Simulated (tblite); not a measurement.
Compound: C5H10OSi.
SMILES with atom numbers: `[CH2:1]=[CH:2][C@@H:3]([CH:4]=[O:5])[CH2:6][SiH3:7]` (hydrogens: H8, H9 on C1; H10 on C2; H11 on C3; H12 on C4; H13, H14 on C6; H15, H16, H17 on Si7)

Structure used (GFN2-xTB), in Å, numbered top down from 1:
```xyz
17
C5H10OSi angstrom
C     -1.7335    1.4769    1.5882
C     -1.4376    0.8334    0.4747
C     -0.2513   -0.0779    0.3044
C     -0.7842   -1.4818    0.1726
O     -0.6212   -2.2056   -0.7680
C      0.5863    0.3254   -0.9079
Si     2.2443   -0.6036   -1.0344
H     -1.1297    1.3851    2.4766
H     -2.5868    2.1301    1.6580
H     -2.0558    0.9423   -0.4067
H      0.3479   -0.0463    1.2222
H     -1.3931   -1.7989    1.0433
H     -0.0040    0.1501   -1.8085
H      0.7737    1.4001   -0.8562
H      3.0240   -0.2680    0.1649
H      2.0727   -2.0480   -1.1134
H      2.9413   -0.1012   -2.2198
```

All values are computed: GFN2-xTB (tblite) harmonic vibrations without scaling, gas phase. The method is semi-empirical: single wavenumbers can be off by several per cent or more. Modes of hydrogen on silicon can be 10 to 20 % off. One conformer, not necessarily the lowest.

Harmonic wavenumbers (cm⁻¹): 43.6, 49.3, 75.9, 98.8, 159.0, 246.8, 273.4, 359.0, 400.3, 513.1, 540.4, 635.5, 647.8, 758.2, 777.6, 792.3, 798.8, 814.4, 847.0, 897.7, 931.3, 973.4, 1022.3, 1085.6, 1107.6, 1149.2, 1206.2, 1256.8, 1287.6, 1303.3, 1374.7, 1412.0, 1469.9, 1703.7, 1787.4, 2218.4, 2262.5, 2329.6, 2749.5, 2914.6, 2971.6, 2992.8, 3061.9, 3097.5, 3125.0.

A = 3198, B = 1337, C = 1032 MHz; mass 114.050 u (most abundant isotopes); point group C1, symmetry number 1.

What is the zero-point energy?

Half the sum of the wavenumbers: 28262 cm⁻¹ = 80.80 kcal/mol.

Entropy at 298.15 K, 1 bar (ideal gas, RRHO, classical rotation)?

Translation 40.14, rotation 28.68, vibration 29.42: S = 98.2 cal/(mol K).

And Cp and H(298.15 K) − H(0)?

Cp = 36.01 cal/(mol K), of which vibrations give 28.06 (their classical limit is 45 R = 89.4); H(298.15 K) − H(0) = 6.72 kcal/mol without the zero-point energy, 4.35 from vibrations.

How do the functions run with temperature in this model?

```csv
T (K),S (cal/(mol K)),Cp (cal/(mol K)),H − H(0) (kcal/mol),G − H(0) (kcal/mol),ln q(vib)
100,70.5,18.6,1.37,-5.67,2.29
200,85.8,26.8,3.63,-13.53,5.01
300,98.5,36.2,6.78,-22.75,7.52
500,120.9,52.3,15.73,-44.75,12.34
800,149.2,67.8,33.95,-85.42,19.16
1000,165.1,74.5,48.21,-116.89,23.35
```

q(vib) and H(0) count from the zero-point level.

Blend soft modes into free rotors: weight 1/[1 + (100 cm⁻¹/ν̃)⁴] for the oscillator and the rest for a rotor with moment μB/(μ + B), μ = h/(8π²ν), B = 10⁻⁴⁴ kg m². What vibrational entropy results?

25.88 cal/(mol K) in place of 29.42, which changes −T·S at 298.15 K by +1.06 kcal/mol.

Which modes carry the vibrational entropy at 298.15 K?

43.6 cm⁻¹: 5.09; 49.3 cm⁻¹: 4.85; 75.9 cm⁻¹: 3.99; 98.8 cm⁻¹: 3.48; 159.0 cm⁻¹: 2.56; 246.8 cm⁻¹: 1.75 cal/(mol K); the other 39 give 7.70 together.

What must be added to the electronic energy to get the Gibbs energy at 298.15 K and 1 bar?

ZPE + [H(298.15 K) − H(0)] − T·S = 80.80 + 6.72 − 29.29 = 58.23 kcal/mol.

Hindered rotation and anharmonicity are outside this model. Other conformers, if any are populated, would add a mixing term that is left out. The structure is chiral; the term R ln 2 for an equal mix with its mirror image is left out.

The run took 0.91 s on an Arm Neoverse N1 with one thread, on a shared host. This covers the Hessian and the dipole derivatives.
